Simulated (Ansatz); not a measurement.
Calculated with Ansatz (gas phase, PBE0-D4/def2-TZVP geometries, no zero-point term in ΔE). CCSD(T)/CBS is the MP2 limit (def2-TZVPP, def2-QZVPP) plus CCSD(T) − MP2 in def2-TZVPP, frozen cores. This one scheme is used for every species. DFT in def2-TZVPP. Each species was taken in one conformer, which may not be the lowest.

Consider the ligand exchange at the Si–O bond: `CO[SiH](F)OC` + `O[SiH2]F` → `CO[SiH](F)O[SiH2]F` + CH₃OH.

```json
{"level": "PBE-D4", "ΔE (kcal/mol)": "-2.8"}
{"level": "r2SCAN", "ΔE (kcal/mol)": "-3.0"}
{"level": "SCS-MP2/def2-TZVPP", "ΔE (kcal/mol)": "-3.4"}
{"level": "MP2/CBS(def2)", "ΔE (kcal/mol)": "-3.4"}
```

Question: What does CCSD(T)/CBS give? (Estimate.)

Answer: Ansatz gave: -3.7 kcal/mol. The listed levels differ from it by 0.9, 0.7, 0.3, 0.3 kcal/mol.

Largest T1 diagnostic among the species: 0.012.

In def2-TZVPP, CCSD(T) changes the Hartree–Fock value by +1.0 kcal/mol (the triples alone add +0.2 kcal/mol) and MP2 by +1.4 kcal/mol. The D4 term adds −0.9 kcal/mol with B3LYP and −0.6 kcal/mol with PBE0; it sums over pairs of atoms, weighted by their polarisabilities, and B3LYP, whose exchange is more repulsive, gets the larger term.

B3LYP here is the variant with VWN-RPA as its local correlation; programs differ in this.
